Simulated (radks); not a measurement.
Results of a calculation; reference values are marked as such.
Spherical quantum dot in the effective-mass picture: electrons in a parabolic well V = omega^2 r^2 / 2 with omega = 0.374, with a point charge +2 (a donor) at the centre, all in effective atomic units (hartree* = m*/eps^2 hartree, bohr* = eps/m* bohr), one dielectric constant everywhere. Level of theory: non-relativistic Kohn-Sham, PBEsol, spin-polarised, spherical densities (a radial shooting solver with Libxc functionals). Levels are named by radial order and angular momentum (1s, 1p, 1d, 2s, ...), and open shells are averaged over m. Results are scaled to m* = 0.132 and eps = 4.6, for which hartree* = 169.7 meV and bohr* = 1.844 nm.

N = 41, configuration 1s2 1p6 1d10 2s2 1f14 2p(up 3, down 2) 3s2. This is the lowest configuration that the search found. Occupied and some empty levels:

level    occupation  eigenvalue (meV)  <r> (nm)
1s up             1            1395.4     1.989
1s down           1            1396.6     1.970
2s up             1            1462.9     8.339
2s down           1            1463.3     8.372
1p up             3            1468.7     8.434
1p down           3            1469.2     8.487
1d up             5            1487.2     9.428
1d down           5            1487.5     9.434
1f up             7            1508.5     10.10
1f down           7            1508.8     10.09
3s up             1            1517.9     8.398
2p up             3            1518.6     8.061
3s down           1            1519.1     8.429
2p down           2            1520.2     8.085
1g up             0            1532.8     10.64
1g down           0            1533.1     10.63
2d up             0            1549.7     9.030
2d down           0            1550.7     9.078
1h up             0            1559.7     11.09
1h down           0            1560.1     11.08
2f up             0            1580.7     9.770
2f down           0            1581.3     9.806
3p up             0            1584.0     8.675
3p down           0            1585.2     8.651

Energy (meV): total 35329.8, kinetic 2383.5, external 8458.7, Hartree 26412, exchange-correlation -1924.5.

Electron density:

r (nm)  n(r) (e/nm^3)
1.32          0.04490
2.73         0.007529
4.15         0.006042
5.57         0.005762
6.98         0.005368
8.40         0.005408
9.82         0.005028
11.2         0.003429
12.6         0.001462
14.1        0.0003547
15.5       0.00004960
16.9        3.954e-06
18.3        1.815e-07
